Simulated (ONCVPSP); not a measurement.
**Configuration tests for tantalum (Ta) (ONCV)**

| Item | Value |
| --- | --- |
| Element | Ta |
| Generator | ONCVPSP 4.0.1 |
| Type | optimised norm-conserving Vanderbilt (ONCV) |
| Functional | BLYP |
| Relativity | scalar-relativistic |
| Frozen core | [Kr] 4d10 4f14 |
| Valence charge | 13 |
| Reference configuration | 5s2 5p6 5d3 6s2 |
| Partial waves | 5s+6s: rc 1.55 bohr, ncon 4, nbas 7, qcut 7.7 1/bohr, 2 projectors; 5p: rc 1.40 bohr, ncon 4, nbas 8, qcut 6.3 1/bohr, 2 projectors, debl 3 Ha; 5d: rc 3.05 bohr, ncon 4, nbas 8, qcut 5 1/bohr, 2 projectors, debl 0.7 Ha |
| Local potential | polynomial inside 1.10 bohr (lpopt 3, dvloc0 0 Ha) |
| Core correction | Teter function, fcfact 2.75, rcfact 1.4 |

Energies are relative to the spin-unpolarised reference configuration 5s2 5p6 5d3 6s2; without spin polarisation the order of configurations can differ from experiment.

Task: Give the all-electron excitation energy and the error of the potential for: 5s2 5p6 5d3 6s1; 5s2 5p6 5d3 6s0; 5s2 5p6 5d2 6s0; 5s2 5p6 5d2 6s2.

Result:

```json
{"valence configuration": "5s2 5p6 5d3 6s1", "charge": "+1", "ΔE all-electron (eV)": "8.394", "error AE − PS (meV)": "-1.6"}
{"valence configuration": "5s2 5p6 5d3 6s0", "charge": "+2", "ΔE all-electron (eV)": "23.445", "error AE − PS (meV)": "-5.0"}
{"valence configuration": "5s2 5p6 5d2 6s0", "charge": "+3", "ΔE all-electron (eV)": "47.037", "error AE − PS (meV)": "+12"}
{"valence configuration": "5s2 5p6 5d2 6s2", "charge": "+1", "ΔE all-electron (eV)": "7.546", "error AE − PS (meV)": "+22"}
```

Levels in the configuration 5s2 5p6 5d2 6s0:

```csv
level,all-electron (eV),pseudo (eV)
5s,-100.913,-101.007
5p,-67.001,-67.062
5d,-29.116,-29.040
```
